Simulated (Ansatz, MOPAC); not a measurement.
Torsion N1–Pb2–S3–H6 in H3NPbS (SMILES [NH2][Pb][SH]); at each angle all else is relaxed with GFN2-xTB, and the levels are single points there.
Geometry at 180° (charge 0, multiplicity 1):
```xyz
6

N     -1.3005     0.0416     0.1342
Pb     0.1369    -1.2449     1.0157
S      2.0834    -0.3308    -0.3316
H     -2.2862     0.0811     0.3359
H     -1.1138     0.7331    -0.5726
H      3.0141    -1.1161     0.1936
```

On the grid 0° to 330°, 270° is the highest and 180° the lowest point at MP2/CBS(def2-TZVPP, def2-QZVPP) + ΔCCSD(T)/def2-TZVPP.

The state reached by PM3, PM6 isn't checked.

Programs: Ansatz (a program for electronic structure); MOPAC for PM3, PM6 (differences of heats of formation). Values without a source in brackets are computed. In def2 rows elements past Kr take small-core potentials, without spin–orbit coupling.

### Question
One of these levels gives 2.24 kcal/mol for the energy at 270° less that at 180°. Which?
A. PM6
B. HF/def2-TZVPP
C. PM3

### Answer
C, PM3. The others give 1.90 (PM6), 4.72 (HF/def2-TZVPP)
